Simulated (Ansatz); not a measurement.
Born–Oppenheimer molecular dynamics of F$_{3}$H$_{4}$NOSi (10 atoms, charge 0, multiplicity 1). It starts from a rough guess of a transition structure, not a stationary point.

These are results of UKS B3LYP/STO-3G in Ansatz 0.2.0, not measurements.

```yaml
ensemble: NVE (velocity Verlet)
time_step: 0.5 fs
steps_asked: 150
starting_velocities_drawn_for: 300 K
seed: 575804
```

First frame:

```xyz
10
Properties=species:S:1:pos:R:3
Si 0.389 -0.458 -0.730
O 1.146 0.406 0.987
F -0.571 -0.841 -1.954
F 0.653 -1.910 -0.141
F 1.550 0.225 -1.559
H -0.076 0.767 1.091
N -1.136 0.603 0.287
H 1.429 -0.229 1.643
H -1.909 0.030 0.590
H -1.476 1.408 -0.214
```

(1) How far do the bonds stretch over the last three quarters of this one trajectory? (Pairs bonded in most of those frames.)

Results:

(1) 
| bond | mean (Å) | spread (Å) | shortest | longest |
| --- | --- | --- | --- | --- |
| Si1–O2 | 2.061 | 0.070 | 1.93 | 2.14 |
| Si1–F3 | 1.651 | 0.048 | 1.58 | 1.72 |
| Si1–F4 | 1.718 | 0.082 | 1.60 | 1.84 |
| Si1–F5 | 1.649 | 0.050 | 1.57 | 1.71 |
| Si1–N7 | 1.820 | 0.074 | 1.70 | 1.95 |
| O2–H6 | 1.059 | 0.056 | 0.97 | 1.17 |
| O2–H8 | 1.068 | 0.071 | 0.95 | 1.22 |
| N7–H9 | 1.057 | 0.044 | 0.99 | 1.12 |
| N7–H10 | 1.055 | 0.020 | 1.02 | 1.09 |

Mean temperature of the second half: 677 K. The conserved energy stayed within 0.75 meV per atom of its start (net change -0.28 meV per atom), so the integration is sound. The system heated up, since it started high on the potential surface and ran downhill. A run of 0.075 ps of so small a system gives no equilibrium averages. The orbitals stay closed-shell, which can raise the energy where a bond breaks towards radicals; this wasn't checked here. Limits of this set-up: minimal basis.

Run time: 7.5 min on 1 thread of Intel(R) Xeon(R) Platinum 8375C CPU @ 2.90GHz (Ice Lake), with other jobs on the host, peak memory 0.17 GiB.
